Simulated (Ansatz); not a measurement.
Geometry optimisation, Ansatz 0.2.0, RHF/def2-SVP.

Input:

```yaml
crystal:
  periodic: [false, false, false]
  atoms:
    - { symbol: Hf, position_ang: [-0.5939, 1.0315, -0.3297] }
    - { symbol: F, position_ang: [-1.2268, -1.2176, 0.6761] }
    - { symbol: F, position_ang: [-1.521, 0.7191, -1.896] }
    - { symbol: F, position_ang: [-1.6324, 1.7924, 0.9923] }
    - { symbol: F, position_ang: [0.5336, 2.449, -0.7143] }
    - { symbol: H, position_ang: [-0.0365, -1.4107, 0.5693] }
    - { symbol: "N", position_ang: [1.1516, -0.9159, 0.2079] }
    - { symbol: H, position_ang: [1.7757, -0.9386, 1.0058] }
    - { symbol: H, position_ang: [1.5498, -1.5092, -0.5113] }
basis:
  gaussian: { orbitals: def2-SVP }
hamiltonian:
  xc: hf
relax:
  f_tol: 0.15
  max_steps: 25
  restrain:
    - { distance: [0, 6], at: 2.46, k: 30.0 }
    - { distance: [5, 1], at: 0.88, k: 30.0 }
    - { distance: [0, 1], at: 3.62, k: 30.0 }
    - { distance: [5, 6], at: 2.32, k: 30.0 }
```

Run as:

```bash
$ ansatz run input.yaml --threads 2 --pin off --max-ram 3072MiB --backend cpu --events-out ev --progress --plain --runs-dir out
```

Where does it end, and by what steps?

The forces met the threshold. The restraints hold the end off the free minimum. After 8 steps the energy has fallen by 0.395 eV (the restraints' own energy left out); H6 moved furthest, 0.85 Å. Parted: Hf1–F2 (2.54 → 3.62 Å). Joined: F2–H6 (1.21 → 0.90 Å).

| step | energy less start (eV) | largest force component (eV/Å) | accepted |
| --- | --- | --- | --- |
| 0 | 0.0000 | 5.443 | yes |
| 1 | 0.8297 | 7.154 | yes |
| 2 | 0.9543 | 7.678 | yes |
| 3 | 0.7500 | 5.546 | yes |
| 4 | 0.1310 | 3.345 | yes |
| 5 | -0.2476 | 2.921 | yes |
| 6 | -0.3368 | 2.754 | yes |
| 7 | -0.3513 | 2.841 | yes |
| 8 | -0.3950 | 2.668 | yes |

```xyz
9
Properties=species:S:1:pos:R:3
Hf -0.291 1.168 -0.412
F -1.552 -1.980 0.843
F -1.412 0.662 -1.866
F -1.253 1.752 1.125
F 0.705 2.677 -1.007
H -0.655 -1.958 0.773
N 1.124 -0.619 0.152
H 1.729 -0.562 0.955
H 1.605 -1.140 -0.562
```

Run time: 19 s on 2 threads of AMD EPYC 7R43 64-Core Processor (Zen 3), on a shared host, peak memory 0.27 GiB.
